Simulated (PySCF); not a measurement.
# How methods differ on the excitation energy of Ru

Ru [Kr] 4d7 5s1 (5F) → Ru [Kr] 4d7 5p1 (high-spin determinant), as a difference of total energies. Computed with PySCF 2.14 in x2c-TZVPPall (8s6p6d2f1g, 79 functions), with the spin-free X2C one-electron Hamiltonian (Gaussian nucleus). Correlated levels: valence and next inner shell: [Ar] 3d10 frozen. The calculations carry no spin-orbit coupling.

```json
{"method": "UHF", "excitation energy (eV)": "3.000"}
{"method": "MP2 (valence and next inner shell)", "excitation energy (eV)": "3.569"}
{"method": "SCS-MP2 (valence and next inner shell)", "excitation energy (eV)": "3.433"}
{"method": "CCSD (valence and next inner shell)", "excitation energy (eV)": "3.429"}
{"method": "CCSD(T) (valence and next inner shell)", "excitation energy (eV)": "3.432"}
```

Question: How much does correlation contribute at CCSD(T) (valence and next inner shell)?

Answer: 3.432 − (3.000) = 0.432 eV, measured against UHF.

The basis was made for the ground configuration and has no added diffuse functions, so the excitation energy can come out too high.

The determinant of the upper state mixes LS terms, which raises its energy above the lowest term, most at the Hartree-Fock and MP2 levels.
